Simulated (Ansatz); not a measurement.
Computed with Ansatz.

A structure relaxed at PBE0-D4/def2-TZVP, charge 0, multiplicity 1:

```json
{"atom": "C1", "x (Å)": "1.693", "y (Å)": "-1.525", "z (Å)": "-0.019"}
{"atom": "B2", "x (Å)": "0.513", "y (Å)": "-1.417", "z (Å)": "0.986"}
{"atom": "Si3", "x (Å)": "-1.190", "y (Å)": "-0.383", "z (Å)": "0.657"}
{"atom": "C4", "x (Å)": "-1.089", "y (Å)": "0.859", "z (Å)": "-0.756"}
{"atom": "C5", "x (Å)": "-0.118", "y (Å)": "2.002", "z (Å)": "-0.474"}
{"atom": "H6", "x (Å)": "2.673", "y (Å)": "-1.601", "z (Å)": "0.461"}
{"atom": "H7", "x (Å)": "1.542", "y (Å)": "-2.507", "z (Å)": "-0.500"}
{"atom": "H8", "x (Å)": "1.727", "y (Å)": "-0.783", "z (Å)": "-0.818"}
{"atom": "H9", "x (Å)": "0.582", "y (Å)": "-2.070", "z (Å)": "1.994"}
{"atom": "H10", "x (Å)": "-2.261", "y (Å)": "-1.391", "z (Å)": "0.371"}
{"atom": "H11", "x (Å)": "-1.606", "y (Å)": "0.332", "z (Å)": "1.903"}
{"atom": "H12", "x (Å)": "-2.091", "y (Å)": "1.254", "z (Å)": "-0.953"}
{"atom": "H13", "x (Å)": "-0.792", "y (Å)": "0.323", "z (Å)": "-1.665"}
{"atom": "H14", "x (Å)": "-0.062", "y (Å)": "2.704", "z (Å)": "-1.310"}
{"atom": "H15", "x (Å)": "-0.419", "y (Å)": "2.569", "z (Å)": "0.411"}
{"atom": "H16", "x (Å)": "0.896", "y (Å)": "1.633", "z (Å)": "-0.290"}
```

Question: Give its formula and SMILES.

Answer: C3H11BSi, `CB[SiH2]CC`.

Question: Point group (tolerance 0.08 Å, 0.16 Å for H)?

Answer: C1.

Question: Summarise the bond lengths by kind.

Answer: 1 × B–C 1.554 Å; 8 × C–H 1.091 to 1.104 Å; 1 × B–Si 2.020 Å; 1 × B–H 1.202 Å; 1 × C–Si 1.885 Å; 2 × H–Si 1.495 to 1.498 Å; 1 × C–C 1.526 Å.
